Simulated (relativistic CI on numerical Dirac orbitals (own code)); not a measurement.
# Radial parameters of V11+

These numbers are calculated, not measured: Dirac-Coulomb-Breit CI, orbitals from a KLI potential per configuration, QED by a radiative potential, unscaled Slater integrals (own radial code, finite nucleus).

Slater integrals F^k, G^k are unscaled and averaged over j, outside the closed core [Ne]; ζ comes from projecting the Hamiltonian with its Breit term on Σ l·s of the shell.

- 3s 3p: G^1(3s,3p) = 160780, ζ(3p) = 6907.9 cm⁻¹; <r>(3s) = 0.8119, <r^2>(3s) = 0.7485, <r>(3p) = 0.8138, <r^2>(3p) = 0.7615 (bohr units).
- 3p2: F^2(3p,3p) = 123060, ζ(3p) = 6898.7 cm⁻¹; <r>(3p) = 0.8158, <r^2>(3p) = 0.7653 (bohr units).
- 3s 3d: G^2(3s,3d) = 109110, ζ(3d) = 423.4 cm⁻¹; <r>(3s) = 0.8127, <r^2>(3s) = 0.7501, <r>(3d) = 0.7707, <r^2>(3d) = 0.69 (bohr units).

Averages of the first 10 configurations, taken without configuration mixing, which lowers the lowest level and can move excited configurations by several eV; other configurations of the list can lie among them:

```
Configuration  Parity  States  Average energy above the lowest level (eV)
          3s2    even       1                                         2.1
        3s 3p     odd      12                                        27.7
          3p2    even      15                                        58.7
        3s 3d    even      20                                        69.2
          3d2    even      45                                       138.7
        3p 3d     odd      60                                        97.8
        3p 4s     odd      12                                       180.6
        3s 4s    even       4                                       151.2
        3s 4p     odd      12                                       162.7
        3d 4s    even      20                                       219.8
```
